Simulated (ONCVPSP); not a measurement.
# O: one change to an ONCV potential, before and after

oxygen, optimised norm-conserving Vanderbilt (ONCV), made with ONCVPSP 4.0.1 (LDA (Perdew-Wang 92), scalar-relativistic). Core [He], reference 2s2 2p3 (charge +1). Waves: 2s: rc 0.90 bohr, ncon 4, nbas 9, qcut 8 1/bohr, local; 2p: rc 1.60 bohr, ncon 3, nbas 6, qcut 10.9 1/bohr, 3 projectors, debl 3.8 Ha; d scattering state at 0.29 Ha: rc 1.75 bohr, ncon 4, nbas 7, qcut 6.3 1/bohr, 1 projector. Local part: the s channel. Core correction: none.

Change: s: qcut 6.1; p: qcut 8.3; d: qcut 4.8.

Cutoffs: the cutoffs (Ha) at which the residual kinetic energy of the hardest occupied pseudo-wave falls to 1 and 0.1 mHa per electron; they do not see the model core or the augmentation charge, which bear on the density cutoff. Errors are all-electron minus pseudo energies relative to the spin-unpolarised reference configuration.

**Question.** Predict the effect on cutoff, ghosts and configuration errors.

**Answer.** The potential gets harder (35 Ha and 251 Ha → 209 Ha and 294 Ha); of the 4 tests that both files solve, the error grows in 4 and shrinks in 0 by more than 15 % and 0.3 meV (median size 116.9 → 169.0 meV); neither file shows a bound ghost.

| quantity | base | changed |
| --- | --- | --- |
| cutoff, loose | 35 Ha | 209 Ha |
| cutoff, tight | 251 Ha | 294 Ha |
| loose cutoff by channel | s 35 Ha, p 30 Ha | s 209 Ha, p 25 Ha |
| bound ghosts | none | none |
| GHOST(+) flags under 300 eV | none | none |
| error for 2s2 2p4, meV [ΔE -16.58 eV] | +34 | +53 |
| error for 2s2 2p2, meV [ΔE 33.71 eV] | +108 | +159 |
| error for 2s2 2p1, meV [ΔE 87.68 eV] | +678 | +966 |
| error for 2s1 2p5, meV [ΔE -2.00 eV] | +126 | +179 |
| s: phases at 0.91 bohr within 0.05 rad from the reference energy up to (Ha; the scan ends near 5) | to the end of the scan | 4.3 |
| p: phases at 1.63 bohr within 0.05 rad from the reference energy up to (Ha; the scan ends near 5) | to the end of the scan | to the end of the scan |
| d: phases at 1.78 bohr within 0.05 rad from the reference energy up to (Ha; the scan ends near 5) | 4.3 | 4.1 |
